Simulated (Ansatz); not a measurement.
`FC1(Br)BO1` and `FC1BO1` differ in one atom or group.

Ansatz, PBE0-D4/def2-TZVP geometries, multiplicity 1. 

Scalar relativity is left out up to krypton.

```json
{"property": "size of the dipole moment (PBE/def2-TZVPP) / D", "`FC1(Br)BO1`": "1.67"}
{"property": "HOMO energy (PBE0/def2-TZVPP) / eV", "`FC1(Br)BO1`": "-8.17"}
{"property": "ideal-gas entropy at 298 K and 1 bar (rigid rotor, harmonic PBE0-D4/def2-TZVP) / J/(mol·K)", "`FC1(Br)BO1`": "308"}
{"property": "HOMO–LUMO gap (B3LYP/def2-TZVPP) / eV", "`FC1(Br)BO1`": "6.22"}
{"property": "LUMO energy (PBE0/def2-TZVPP) / eV", "`FC1(Br)BO1`": "-1.48"}
{"property": "HOMO–LUMO gap (ωB97M-V/def2-TZVPP) / eV", "`FC1(Br)BO1`": "10.98"}
```

Problem. Give the same properties after the change, and the shifts. (An estimate is asked.)

Solution. Ansatz gave: 
```json
{"property": "size of the dipole moment (PBE/def2-TZVPP) / D", "`FC1BO1`": "1.56", "shift": "-0.11"}
{"property": "HOMO energy (PBE0/def2-TZVPP) / eV", "`FC1BO1`": "-8.33", "shift": "-0.16"}
{"property": "ideal-gas entropy at 298 K and 1 bar (rigid rotor, harmonic PBE0-D4/def2-TZVP) / J/(mol·K)", "`FC1BO1`": "267", "shift": "-41"}
{"property": "HOMO–LUMO gap (B3LYP/def2-TZVPP) / eV", "`FC1BO1`": "6.87", "shift": "0.65"}
{"property": "LUMO energy (PBE0/def2-TZVPP) / eV", "`FC1BO1`": "-0.99", "shift": "0.49"}
{"property": "HOMO–LUMO gap (ωB97M-V/def2-TZVPP) / eV", "`FC1BO1`": "11.66", "shift": "0.68"}
```

With PBE0 the HOMO falls by 0.16 eV and the LUMO rises by 0.49 eV, so the gap widens by about 0.65 eV. PBE moves the HOMO by 0.00 eV and ωB97M-V by -0.28 eV. Dipoles are sizes alone; their direction can turn.

B3LYP here is the variant with VWN-RPA as its local correlation; programs differ in this.

Spin–orbit coupling is left out; it splits and shifts lone-pair levels of the heavy atoms by tenths of an eV.
